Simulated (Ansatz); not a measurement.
Ideal-gas functions of C$_{2}$H$_{4}$AlI, SMILES `[I][Al]1[CH2][CH2]1` at 600 K and 1 bar, from an Ansatz frequency run at PBE0-D4/def2-TZVP.

Molar mass 181.94 g/mol, point group C2v (symmetry number 2), electronic degeneracy 1, moments of inertia 24.983, 479.025, 497.594 u Å². Harmonic wavenumbers (cm⁻¹, unscaled): 117, 133, 256, 268, 623, 664, 666, 831, 911, 959, 995, 1175, 1399, 1412, 3098, 3105, 3160, 3179.

Use S(trans) = R[1.5 ln M + 2.5 ln T − 1.1517]; rotational temperatures θ = 24.2544 K / I; S(rot) = R[ln(√π/σ · √(T³/θAθBθC)) + 1.5]; for each mode x = 1.438777 ν̃/T, S = R[x/(eˣ − 1) − ln(1 − e⁻ˣ)] and H = RT x/(eˣ − 1); 1 cm⁻¹ = 0.0119627 kJ/mol; R = 8.31446 J/(mol·K).

Question: By hand: the entropy, in J/(mol·K).

Answer: Translation 188.3. Rotation: θ = 0.9708, 0.0506, 0.0487 K, giving 116.3. Vibration, mode by mode: 18.91, 17.85, 12.50, 12.13, 5.71, 5.27, 5.25, 3.83, 3.30, 3.01, 2.81, 2.00, 1.30, 1.27, 0.04, 0.04, 0.04, 0.04, in all 95.3. Electronic 0.0. Sum 399.9 J/(mol·K).

Question: By hand: H − E and G − E in kJ/mol, counted from the electronic energy.

Answer: Zero-point energy ½ × 22951 × 0.0119627 = 137.3; thermal vibration 29.5; translation, rotation and pV give 4 RT = 20.0. H − E = 186.8 kJ/mol, and G − E = 186.8 − 600 × 399.9/1000 = -53.1 kJ/mol.

Vibration gives 24 % of the entropy, 36.8 J/(mol·K) of it from the modes under 150 cm⁻¹: soft modes count most, and the harmonic formula is weakest for them.
